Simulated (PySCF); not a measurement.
# NMR data sheet: C5H12F2Si

```yaml
Formula: C5H12F2Si
SMILES: CC(C)(C)[SiH2]C(F)F
Point_group_of_the_computed_structure: C1
Degrees_of_unsaturation: 0
Carbon_signals: 3
Proton_signals: 3
```

Atoms are numbered as in `[CH3:1][C:2]([CH3:3])([CH3:4])[SiH2:5][CH:6]([F:7])[F:8]` (H(Xn): hydrogen on atom n).

Single conformer, non-relativistic Hamiltonian, in vacuum, equivalent nuclei averaged. Shielding tensors at B3LYP/pcSseg-1 (GIAO); PBE0-D3(BJ)/def2-SVP geometry; PySCF 2.14.0 with density-fitted response routines.

Shifts are taken against calculated references (same method and geometry level): 1H (31.38 ppm) and 13C (179.24 ppm) and 29Si (337.86 ppm) vs TMS; 19F (171.94 ppm) vs CFCl3.

| carbon | δC, type | δH (multiplicity) | HMBC from (2–3 bonds) | span of the C tensor (ppm) |
| --- | --- | --- | --- | --- |
| C1/C3/C4 | 28.9, CH3 | 1.09 (s) | H(Si5), H(C1)/H(C3)/H(C4) | 45 |
| C2 | 19.3, C | – | H(C6), H(Si5), H(C1)/H(C3)/H(C4) | 8 |
| C6 | 126.3, CH | 6.26 (m) | H(Si5) | 42 |

Other nuclei:
```tsv
atoms	nucleus	environment	δ (ppm)	σ (ppm)
H(Si5)	1H	hydrogen on a silicon bonded to 2 C	3.81	27.57
F7/F8	19F	fluorine of a CF2 group	-149.8	321.7
Si5	29Si	silicon bonded to 2 C, 2 H	-26.2	364.1
```

1. Carbon types of the structure: 1 × C, 1 × CH, 3 × CH3, leaving 2 H on heteroatoms.
2. δC 126.3: sp3 CH bonded to 2 F and Si; 2 electronegative neighbours deshield it.
3. δC 28.9: methyl carbon; saturated and bonded to C and H only.
4. δH 6.26: hydrogen on an sp3 CH bonded to 2 F and Si; its carbon carries F, an electronegative neighbour.
5. δH 3.81: hydrogen on a silicon bonded to 2 C.
6. δH 1.09: hydrogen on a methyl carbon.

Splittings by 19F in the carbon and heteronuclear signals aren't shown, as no couplings were computed. Shifts are as computed. Against solution values, carbons near 30 ppm lie about +2 ppm off and those near 130 ppm about +6 ppm. Of 1309 compounds with measured shifts, 239 miss one by over three times the rms of a fit or turn the order of signals round; such compounds aren't used in these exercises. Unscaled 19F shifts against computed CFCl3 carry errors that often reach 10 to 50 ppm. No couplings were computed; multiplicities are counted from neighbouring protons, with m where these are inequivalent, close in shift, in a saturated or five-membered ring or joined by F or P, and br s for small geminal =CH2 splittings.
